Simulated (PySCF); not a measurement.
Vertical excitations of a molecule C₃H₈OSi from PySCF with TDA-B3LYP/def2-SVPD, as energy in eV (oscillator strength): 6.50 (0.019), 6.74 (0.018), 7.10 (0.005), 7.39 (0.018), 7.54 (0.058), 7.63 (0.038), 7.71 (0.004), 7.80 (0.072), 7.93 (0.037), 8.05 (0.015). Lowest triplet (TDA): 6.24 eV. The structure is a stationary point at TPSSh-D3(BJ)/def2-SVP. Other conformers were not sampled.

Question: Identify the compound among the candidates.
A. OC1C[SiH2]C1
B. C[Si@H]1CCO1
C. O[SiH]1CCC1
D. CCC(=O)[SiH3]

Answer: A, OC1C[SiH2]C1
